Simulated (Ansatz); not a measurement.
Species: CH3Cd, charge 0, multiplicity 2. The spin state was set by rule; other spins were not relaxed. 
Geometry from a B3LYP-D3(BJ)/def2-TZVP (Ansatz, a program for electronic structure) optimisation:
```xyz
5

Cd    -0.2672    -0.1624    -0.2208
C      1.3565     0.8246     1.1208
H      1.8611     0.0049     1.6242
H      0.8183     1.4743     1.8051
H      2.0072     1.3699     0.4431
```
Charge 0, spin multiplicity 2.

Basis-set convergence of Hartree-Fock and CCSD correlation energies (hartree) with Ansatz. Correlated levels leave the core frozen unless marked. UHF or UKS for open shells. Spin-orbit coupling is left out. The frozen core is the preceding noble-gas configuration, with the filled d and f shells of earlier blocks. Past Kr the def2 sets carry scalar-relativistic core potentials.

```csv
basis,functions,E(HF),"E(corr, CCSD)"
def2-SVPD,78,-206.37840,-0.44486
def2-TZVPPD,144,(withheld),(withheld)
```

Q: Some entries are withheld; supply them.

A: 
- def2-TZVPPD, E(HF): -206.46021
- def2-TZVPPD, E(corr, CCSD): -0.60659
